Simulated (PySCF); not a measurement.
[RuO4]2- (charge -2 and triplet state).
Geometry (PBE0-D3(BJ)/def2-SVP, Å), atoms numbered from 1 in this order:
```xyz
5
RuO4 angstrom
Ru     0.000   -0.001    0.001
O      0.019   -0.014    1.770
O      1.661    0.011   -0.608
O     -0.843    1.447   -0.569
O     -0.836   -1.442   -0.594
```

Computed with PBE0-D3(BJ)/def2-SVP geometry optimisation, gas phase, def2 core potentials past Kr in PySCF 2.14.0.

Problem. Which atoms are bound to Ru1, and at what distances?

Solution. 4 atoms: O3 1.769 Å, O2 1.769 Å, O5 1.769 Å, O4 1.770 Å.

Problem. List the angles at Ru1.

Solution. 
```csv
angle,degrees,distance of the outer atoms (Å)
O2–Ru1–O5,109.6,2.89
O2–Ru1–O3,109.5,2.89
O2–Ru1–O4,109.5,2.89
O3–Ru1–O5,109.5,2.89
O4–Ru1–O5,109.5,2.89
O3–Ru1–O4,109.3,2.89
```

Problem. What is the shape at Ru1?

Solution. Tetrahedral: angles from 109.3° to 109.6°; τ4 = (360° − α − β)/141° = 1.00 with α and β the two widest (0 for a square, 1 for a tetrahedron).

Problem. What are the rotational constants (commonest isotopes, rigid rotor)?

Solution. A = 3788, B = 3786, C = 3782 MHz: a spherical top.

Point group: Td (every atom within 0.08 Å of its image). Charge -2, triplet. ⟨S²⟩ = 2.016 (exact for a triplet: 2.00). Whether so highly charged an anion holds all its electrons in the gas phase wasn't checked; a finite basis holds them in any case. The ion is multiply charged and computed without counter-ions or solvent. The geometry's basis has no diffuse functions, a weakness for an anion. No PBE0-D3(BJ)/def2-SVP frequencies stand behind this structure, so it isn't proved a minimum.

Neither the SCF state along the optimisation nor the shape of the open-shell metal species was proved the lowest: other solutions of the same spin, or a structure of lower symmetry, can lie below.
